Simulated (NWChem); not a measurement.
System: MoH2S2O2; SMILES [O]=[Mo]([OH])(=[S])[SH]

Output (shortened):

```
             Northwest Computational Chemistry Package (NWChem) 7.3.0
             --------------------------------------------------------

 C1  symmetry detected

                             Geometry "geometry" -> ""
                             -------------------------

 Output coordinates in angstroms (scale by  1.889725989 to convert to a.u.)

  No.       Tag          Charge          X              Y              Z
 ---- ---------------- ---------- -------------- -------------- --------------
    1 Mo                  42.0000     0.26067986    -0.11288515    -0.05789116
    2 O                    8.0000     0.99218683    -0.19833138    -1.58174438
    3 S                   16.0000    -1.34555528    -1.51164268     0.09757970
    4 O                    8.0000     1.52184103    -0.42060888     1.30657184
    5 H                    1.0000     2.48219193    -0.39229595     1.12814892
    6 S                   16.0000    -0.76642948     1.97763854     0.15230526
    7 H                    1.0000     0.24878709     2.62906036    -0.49349902

 Effective nuclear repulsion energy (a.u.)     686.9231055826

                                Z-matrix (autoz)
                                --------

 Units are Angstrom for bonds and degrees for angles

      Type          Name      I     J     K     L     M      Value
      ----------- --------  ----- ----- ----- ----- ----- ----------
    1 Stretch                  1     2                       1.69249
    2 Stretch                  1     3                       2.13558
    3 Stretch                  1     4                       1.88334
    4 Stretch                  1     6                       2.33868
    5 Stretch                  4     5                       0.97720
    6 Stretch                  6     7                       1.36824
    7 Bend                     1     4     5               121.40476
    8 Bend                     1     6     7                93.28441
    9 Bend                     2     1     3               110.95020
   10 Bend                     2     1     4               110.77078
   11 Bend                     2     1     6               108.41330
   12 Bend                     3     1     4               110.11440
   13 Bend                     3     1     6               104.39542
   14 Bend                     4     1     6               112.02638
   15 Torsion                  2     1     4     5          14.53928
   16 Torsion                  2     1     6     7         -38.65532
   17 Torsion                  3     1     4     5         137.64288
   18 Torsion                  3     1     6     7        -156.98308
   19 Torsion                  4     1     6     7          83.88403
   20 Torsion                  5     4     1     6        -106.65002

  xc_inp: hfexch multiplicative factor not found.

                           NWChem Geometry Optimization
                           ----------------------------

 maximum gradient threshold         (gmax) =   0.000450
 rms gradient threshold             (grms) =   0.000300
 maximum cartesian step threshold   (xmax) =   0.001800
 rms cartesian step threshold       (xrms) =   0.001200
 fixed trust radius                (trust) =   0.300000
 source of zmatrix                         =   autoz

          -------------------
          Energy Minimization
          -------------------

 Using diagonal initial Hessian
 Scaling for Hessian diagonals: bonds = 1.00  angles = 0.25  torsions = 0.10

          --------
          Step   0

                                 NWChem DFT Module
                                 -----------------

 Summary of "ao basis" -> "ao basis" (spherical)
 ------------------------------------------------------------------------------
       Tag                 Description            Shells   Functions and Types
 ---------------- ------------------------------  ------  ---------------------
 Mo                          3-21g                  14       36   6s5p3d
 O                           3-21g                   5        9   3s2p
 S                           3-21g                   7       13   4s3p
 H                           3-21g                   2        2   2s

[...]

      ----------------------
      Optimization converged
      ----------------------

  Step       Energy      Delta E   Gmax     Grms     Xrms     Xmax
  ---- ---------------- -------- -------- -------- -------- --------
@   30   -4897.76311205 -5.0D-08  0.00002  0.00001  0.00042  0.00113
                                     ok       ok       ok       ok

                                Z-matrix (autoz)
                                --------

 Units are Angstrom for bonds and degrees for angles

      Type          Name      I     J     K     L     M      Value     Gradient
      ----------- --------  ----- ----- ----- ----- ----- ---------- ----------
    1 Stretch                  1     2                       1.66523    0.00000
    2 Stretch                  1     3                       2.15353   -0.00002
    3 Stretch                  1     4                       1.82537   -0.00001
    4 Stretch                  1     6                       2.42958    0.00000
    5 Stretch                  4     5                       0.96179   -0.00000
    6 Stretch                  6     7                       1.35689    0.00000
    7 Bend                     1     4     5               151.72198    0.00000
    8 Bend                     1     6     7                96.61615   -0.00000
    9 Bend                     2     1     3               109.79267    0.00001
   10 Bend                     2     1     4               113.36721   -0.00002
   11 Bend                     2     1     6               107.65834    0.00001
   12 Bend                     3     1     4               113.78565   -0.00001
   13 Bend                     3     1     6               100.76915    0.00001
   14 Bend                     4     1     6               110.59696    0.00001
   15 Torsion                  2     1     4     5        -139.39253    0.00001
   16 Torsion                  2     1     6     7         -50.26550    0.00001
   17 Torsion                  3     1     4     5         -12.98366   -0.00001
   18 Torsion                  3     1     6     7        -165.24418    0.00000
   19 Torsion                  4     1     6     7          74.08783   -0.00000
   20 Torsion                  5     4     1     6          99.58450    0.00001

                         Geometry "geometry" -> "geometry"
                         ---------------------------------

 Output coordinates in angstroms (scale by  1.889725989 to convert to a.u.)

  No.       Tag          Charge          X              Y              Z
 ---- ---------------- ---------- -------------- -------------- --------------
    1 Mo                  42.0000     0.37457021    -0.13283459    -0.19890088
    2 O                    8.0000     0.77049254    -0.22728138    -1.81361949
    3 S                   16.0000    -1.21200330    -1.51963676     0.24522750
    4 O                    8.0000     1.81649796    -0.28407468     0.91013120
    5 H                    1.0000     2.24083558    -0.61462615     1.70744615
    6 S                   16.0000    -0.76048488     1.98528876     0.15893968
    7 H                    1.0000     0.16379387     2.76409967    -0.45775301

 Effective nuclear repulsion energy (a.u.)     683.1896566121

                Final and change from initial internal coordinates
                --------------------------------------------------

                                Z-matrix (autoz)
                                --------

 Units are Angstrom for bonds and degrees for angles

      Type          Name      I     J     K     L     M      Value       Change
      ----------- --------  ----- ----- ----- ----- ----- ---------- ----------
    1 Stretch                  1     2                       1.66523   -0.02726
    2 Stretch                  1     3                       2.15353    0.01795
    3 Stretch                  1     4                       1.82537   -0.05797
    4 Stretch                  1     6                       2.42958    0.09090
    5 Stretch                  4     5                       0.96179   -0.01541
    6 Stretch                  6     7                       1.35689   -0.01135
    7 Bend                     1     4     5               151.72198   30.31722
    8 Bend                     1     6     7                96.61615    3.33174
    9 Bend                     2     1     3               109.79267   -1.15753
   10 Bend                     2     1     4               113.36721    2.59643
   11 Bend                     2     1     6               107.65834   -0.75496
   12 Bend                     3     1     4               113.78565    3.67125
   13 Bend                     3     1     6               100.76915   -3.62627
   14 Bend                     4     1     6               110.59696   -1.42942
   15 Torsion                  2     1     4     5        -139.39253 -153.93180
   16 Torsion                  2     1     6     7         -50.26550  -11.61017
   17 Torsion                  3     1     4     5         -12.98366 -150.62654
   18 Torsion                  3     1     6     7        -165.24418   -8.26110
   19 Torsion                  4     1     6     7          74.08783   -9.79620
   20 Torsion                  5     4     1     6          99.58450 -153.76548

[...]
```

Level: Hartree-Fock/3-21G, non-relativistic. 

**Question.** Which NWChem input produces such a log?

**Answer.** This is not unique; one that fits is the input that was run:
```
start job
memory heap 200 mb stack 900 mb global 1100 mb
geometry units angstroms
  Mo     0.139511    -0.121436     0.006826
  O      1.033258    -0.185201    -1.429030
  S     -1.377008    -1.624876     0.029705
  O      1.265876    -0.314825     1.503784
  H      2.235715    -0.223472     1.426472
  S     -1.041610     1.896550     0.052773
  H     -0.009213     2.604239    -0.499867
end
basis spherical
  * library 3-21g
end
dft
  xc hfexch
  iterations 150
end
driver
  maxiter 120
end
task dft optimize
```
